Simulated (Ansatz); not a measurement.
Mulliken charges of `CBI` from PBE/def2-TZVPP in Ansatz (PBE0-D4/def2-TZVP geometry).

```csv
atom,x (Å),y (Å),z (Å),charge (e)
C1,-0.639,0.009,-0.392,-0.286
B2,0.712,-0.202,0.327,-0.059
I3,1.548,1.263,1.618,-0.013
H4,-1.147,0.949,-0.180,0.104
H5,-0.475,-0.072,-1.475,0.111
H6,-1.308,-0.826,-0.147,0.111
H7,1.370,-1.188,0.204,0.031
```

Question: By hand: the dipole of these point charges (1 e Å = 4.8032 D).

Answer: Σ q r = (-0.154, -0.045, -0.121) e Å, of length 0.201 e Å = 0.97 D.

Question: How does the dipole of the full density compare? (An estimate is asked.)

Answer: Computed: (-0.196, -0.094, -0.172) e Å, 1.33 D; the point charges give 0.73 times that, at 8° from its direction.

Point charges leave out the atoms' own dipoles, such as those of lone pairs, and Mulliken's split depends on the basis, so the two needn't agree.
